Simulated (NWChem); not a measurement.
All runs are NWChem calculations. System: hydrogen telluride (H2Te), charge 0, spin multiplicity 1, at a geometry optimised with PBE/def2-SVP with def2 effective core potentials on Te. Level: CR-CCSD(T)/def2-SVP with def2 effective core potentials on Te, 4 core orbitals frozen.

The NWChem input:

```
start mol
memory heap 100 mb stack 700 mb global 1900 mb
geometry units angstroms nocenter noautoz
  Te     0.000000     0.000000     0.044132
  H     -1.184469     0.000000    -1.147436
  H      1.184469     0.000000    -1.147436
  symmetry group C2v
end
basis spherical
  * library def2-svp
end
ecp
  Te library def2-ecp
end
scf
  rhf
  nopen 0
  maxiter 100
  thresh 1e-7
  semidirect memsize 60000000 filesize 0
end
tce
  freeze core 4
  cr-ccsd(t)
  2eorb
  2emet 13
  thresh 1e-6
  maxiter 100
  tilesize 24
end
task tce energy
```

Output (cleaned and shortened):

```
             Northwest Computational Chemistry Package (NWChem) 7.3.0
             --------------------------------------------------------

                                NWChem Input Module
                                -------------------

 Scaling coordinates for geometry "geometry" by  1.889725989
 (inverse scale =  0.529177249)

 Turning off AUTOSYM since
 SYMMETRY directive was detected!

                             Geometry "geometry" -> ""
                             -------------------------

 Output coordinates in angstroms (scale by  1.889725989 to convert to a.u.)

  No.       Tag          Charge          X              Y              Z
 ---- ---------------- ---------- -------------- -------------- --------------
    1 Te                  52.0000     0.00000000     0.00000000     0.04413200
    2 H                    1.0000    -1.18446900     0.00000000    -1.14743600
    3 H                    1.0000     1.18446900     0.00000000    -1.14743600

 Effective nuclear repulsion energy (a.u.)      32.9796457162

            Nuclear Dipole moment (a.u.)
            ----------------------------
        X                 Y               Z
 ---------------- ---------------- ----------------
     0.0000000000     0.0000000000    -0.0000151178

      Symmetry information
      --------------------

 Group name             C2v
 Group number             16
 Group order               4
 No. of unique centers     2

      Symmetry unique atoms

     1    2


 Summary of "ao basis" -> "" (spherical)
 ------------------------------------------------------------------------------
       Tag                 Description            Shells   Functions and Types
 ---------------- ------------------------------  ------  ---------------------
 *                          def2-svp                  on all atoms

 Summary of "ao basis" -> "ao basis" (spherical)
 ------------------------------------------------------------------------------
       Tag                 Description            Shells   Functions and Types
 ---------------- ------------------------------  ------  ---------------------
 Te                         def2-svp                10       26   4s4p2d
 H                          def2-svp                 3        5   2s1p

                                 NWChem SCF Module
                                 -----------------

  ao basis        = "ao basis"
  functions       =    36
  atoms           =     3
  closed shells   =    13
  open shells     =     0
  charge          =   0.00
  wavefunction    = RHF
  use symmetry    = T
  symmetry adapt  = T

 Summary of "ao basis" -> "ao basis" (spherical)
 ------------------------------------------------------------------------------
       Tag                 Description            Shells   Functions and Types
 ---------------- ------------------------------  ------  ---------------------
 Te                         def2-svp                10       26   4s4p2d
 H                          def2-svp                 3        5   2s1p

      Symmetry analysis of basis
      --------------------------

        a1         16
        a2          3
        b1         10
        b2          7

 Forming initial guess at       0.1s

      Superposition of Atomic Density Guess
      -------------------------------------

 Sum of atomic energies:        -312.22227642

      Non-variational initial energy
      ------------------------------

 Total energy =    -267.995574
 1-e energy   =    -498.088559
[...]
  ----- ------------  ---------------      ----- ------------  ---------------
    16      1.211397  1 Te pz                28      1.144636  2 H  s
    33      1.144636  3 H  s                  4     -1.099598  1 Te s
     3     -0.344886  1 Te s                 13      0.234903  1 Te pz
     2      0.164362  1 Te s                  1      0.150379  1 Te s

 Vector   16  Occ=0.000000D+00  E= 3.990809D-01  Symmetry=a1
              MO Center=  1.1D-14,  4.1D-14, -3.6D-01, r^2= 3.1D+00
   Bfn.  Coefficient  Atom+Function         Bfn.  Coefficient  Atom+Function
  ----- ------------  ---------------      ----- ------------  ---------------
     4     -1.989558  1 Te s                  3      1.864250  1 Te s
    16      0.538169  1 Te pz                26      0.421934  1 Te d  2
     2     -0.302113  1 Te s                 27      0.283647  2 H  s
    32      0.283647  3 H  s                  1     -0.227492  1 Te s
    24      0.191758  1 Te d  0              21     -0.180929  1 Te d  2

 center of mass
 --------------
 x =   0.00000000 y =   0.00000000 z =   0.04899295

 moments of inertia (a.u.)
 ------------------
          10.063837812638           0.000000000000           0.000000000000
           0.000000000000          20.162415064386           0.000000000000
           0.000000000000           0.000000000000          10.098577251748

  Mulliken analysis of the total density
  --------------------------------------

    Atom       Charge   Shell Charges
 -----------   ------   -------------------------------------------------------
    1 Te  24    23.99   1.77  0.27  1.18  0.66  2.88  3.15  2.11  1.90  9.85  0.24
    2 H    1     1.00   0.66  0.32  0.02
    3 H    1     1.00   0.66  0.32  0.02

       Multipole analysis of the density wrt the origin
       ------------------------------------------------

     L   x y z        total         open         nuclear
     -   - - -        -----         ----         -------
     0   0 0 0      0.000000      0.000000     26.000000

     1   1 0 0      0.000000      0.000000      0.000000
     1   0 1 0     -0.000000      0.000000      0.000000
     1   0 0 1     -0.105037      0.000000     -2.335142

     2   2 0 0    -19.308340      0.000000     10.020169
     2   1 1 0      0.000000      0.000000      0.000000
     2   1 0 1      0.000000      0.000000      0.000000
     2   0 2 0    -23.461025      0.000000      0.000000
     2   0 1 1     -0.000000      0.000000      0.000000
     2   0 0 2    -20.333389      0.000000      9.570316

                   NWChem Extensible Many-Electron Theory Module
                   ---------------------------------------------


            General Information
            -------------------
      Number of processors :     1
         Wavefunction type : Restricted Hartree-Fock
          No. of electrons :    26
           Alpha electrons :    13
            Beta electrons :    13
           No. of orbitals :    72
            Alpha orbitals :    36
             Beta orbitals :    36
        Alpha frozen cores :     4
         Beta frozen cores :     4
     Alpha frozen virtuals :     0
      Beta frozen virtuals :     0
         Spin multiplicity : singlet
    Number of AO functions :    36
       Number of AO shells :    16
        Use of symmetry is : on
      Symmetry adaption is : on
         Schwarz screening : 0.10D-09

          Correlation Information
          -----------------------
          Calculation type : Coupled-cluster singles & doubles w/ perturbation
   Perturbative correction : Completely renormalized (T)
            Max iterations :      100
        Residual threshold : 0.10D-05
     T(0) DIIS level shift : 0.00D+00
     L(0) DIIS level shift : 0.00D+00
     T(1) DIIS level shift : 0.00D+00
     L(1) DIIS level shift : 0.00D+00
     T(R) DIIS level shift : 0.00D+00
     T(I) DIIS level shift : 0.00D+00
   CC-T/L Amplitude update :  5-th order DIIS
                I/O scheme : Global Array Library
        L-threshold :  0.10D-05
        EOM-threshold :  0.10D-05
 no EOMCCSD initial starts read in
 TCE RESTART OPTIONS
 SLICE:      F
 D4D5:       F
 quantumc:   F
 qrotation:  F
 pwtce:      F
 qducc:      F
 nacto:                         0
 nrotv:                         0
 nrot:                          0

            Memory Information
            ------------------
          Available GA space size is     249035504 doubles
          Available MA space size is     104850396 doubles

 Maximum block size supplied by input
 Maximum block size        24 doubles

 tile_dim =     10

 -------------------------------------------------

 Global array virtual files algorithm will be used

 Parallel file system coherency ......... OK

 4-electron integrals stored in orbital form

 v2    file size   =            67068
 4-index algorithm nr.  13 is used
 imaxsize =       30
 imaxsize ichop =        0


CCSD iterations
 ---------------------------------------------------------
 Iter          Residuum       Correlation     Cpu    Wall
 ---------------------------------------------------------
    1   0.0904962195278  -0.1312608096681     0.3     0.3
    2   0.0278345705525  -0.1464750160071     0.3     0.3
    3   0.0109075583033  -0.1499918455580     0.3     0.3
    4   0.0047196116621  -0.1511363841394     0.3     0.3
    5   0.0021810546936  -0.1515733288327     0.3     0.3
    6   0.0002989028513  -0.1519022896311     0.3     0.3
    7   0.0001288832184  -0.1518954712383     0.3     0.3
    8   0.0000689088522  -0.1518963537453     0.3     0.3
    9   0.0000389502900  -0.1518965685804     0.3     0.3
   10   0.0000222959319  -0.1518968357479     0.3     0.3
   11   0.0000015668096  -0.1518972330704     0.3     0.3
   12   0.0000004854847  -0.1518974315453     0.3     0.3
 -----------------------------------------------------------------
 Iterations converged
 CCSD correlation energy / hartree =        -0.151897431545298
 CCSD total energy / hartree       =      -268.291419821374177

 Singles contributions

 Doubles contributions
 CR-CCSD(T)

 CR-CCSD[T]  correction energy / hartree =        -0.003004985908928
 CR-CCSD[T] correlation energy / hartree =        -0.154902417454226
 CR-CCSD[T] total energy / hartree       =      -268.294424807283121
 CR-CCSD(T)  correction energy / hartree =        -0.002910422056135
 CR-CCSD(T) correlation energy / hartree =        -0.154807853601433
 CR-CCSD(T) total energy / hartree       =      -268.294330243430295

 Task  times  cpu:        8.1s     wall:        8.1s

 Total times  cpu:        8.1s     wall:        8.1s
```
